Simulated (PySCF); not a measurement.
**PtF3, doublet: computed properties**

All numbers come from UPBE0 in PySCF with Pt def2-SVP with ECP60, F def2-SVP; scalar-relativistic core potentials, no spin–orbit coupling; density-fitted integrals.

The structure is a minimum.

```xyz
4
charge 0 multiplicity 2, angstrom
Pt    0.0000    0.0000   -0.1278
F     0.0000    0.0000    1.7495
F     1.8575    0.0000   -0.2029
F    -1.8575    0.0000   -0.2029
```

```json
{
  "Point group": "C2v",
  "Bond lengths": "Pt–F 1.859 Å (×2), Pt–F 1.877 Å",
  "Bond angles": "F–Pt–F 92.3° (×2), F–Pt–F 175.4°",
  "Principal polarisabilities": "21.3, 28.6, 42.5 bohr³",
  "Highest occupied level (β)": "-9.04 eV",
  "Lowest empty level (β)": "-5.97 eV",
  "Spin squared ⟨S²⟩": "0.754",
  "Atomisation energy without zero-point energy": "951 kJ/mol",
  "Rotational symmetry number": "2",
  "Heat capacity Cp at 298.15 K": "67.6 J/(mol K)",
  "Zero-point energy": "15.2 kJ/mol",
  "Principal quadrupole moments (Buckingham, traceless) about the centre of mass": "-7.84, 2.78, 5.05 D Å",
  "Dipole moment": "2.77 D",
  "Entropy at 298.15 K and 1 bar (electronic part: spin only)": "323.5 J/(mol K)",
  "Enthalpy at 298.15 K above 0 K": "15.82 kJ/mol",
  "Rotational constants": "0.268, 0.1286, 0.08689 cm⁻¹"
}
```

Harmonic modes (masses in u: Pt 194.965, F 18.998):
```csv
symmetry,ω (cm⁻¹),IR (km/mol),type
b1,106,10.9,bend
b2,126,3.0,bend
a1,252,7.3,bend
a1,654,17.9,stretch
a1,689,0.0,stretch
b2,714,138,stretch
```

In C2v the vibrations span b1 + 2b2 + 3a1. Here b1 is antisymmetric to the molecular plane and b2 lies in it.

Charges (e):
```tsv
atom	Mulliken	Löwdin	polar tensor	spin (Mulliken)	Mayer order to Pt1
Pt1	0.96	0.44	1.41	0.69	–
F2	-0.29	-0.13	-0.37	-0.02	1.01
F3,4	-0.33	-0.15	-0.52	0.17	0.97
```

Mulliken populations on Pt1 (electrons outside its core potential): s 2.60, p 6.30, d 8.08, f 0.05.

Formally Pt is in oxidation state +3, d7, with 1 unpaired electron (the high-spin count would be 3). The Mulliken spin on Pt is 0.69. The polar-tensor charge on Pt, 1.41, is far below the formal one.

Other isomers or separated fragments may lie lower. Other spin states or occupations of the open shell can lie lower. Spin–orbit coupling, left out here, can matter for elements this heavy.

The final relaxation and frequency run took 53 s on 2 threads of a shared Arm Neoverse V1 host, with 74 basis functions and 14 gradients; the process peaked at 0.96 GiB.
